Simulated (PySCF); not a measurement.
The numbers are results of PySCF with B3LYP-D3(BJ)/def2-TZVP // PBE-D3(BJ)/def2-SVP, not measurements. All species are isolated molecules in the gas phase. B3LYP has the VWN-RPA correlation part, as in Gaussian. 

Reference species: [Ta(Cl)5] (neutral, multiplicity 1).

The mean distance from the central atom to its bonded neighbours is 2.318 Å. The charge on the central atom (Mulliken) is 1.17 e.

Changed species: [Ta(Cl)(F)4] (4 of 5 Cl replaced by F; the reference has 0 of 5 Cl replaced by F).

Q: What does the change do to the mean distance from the central atom to its bonded neighbours and charge on the central atom (Mulliken)?

A: the mean distance from the central atom to its bonded neighbours decreases by 0.354 Å, to 1.964 Å; the charge on the central atom (Mulliken) rises by 0.49 e, to 1.66 e.
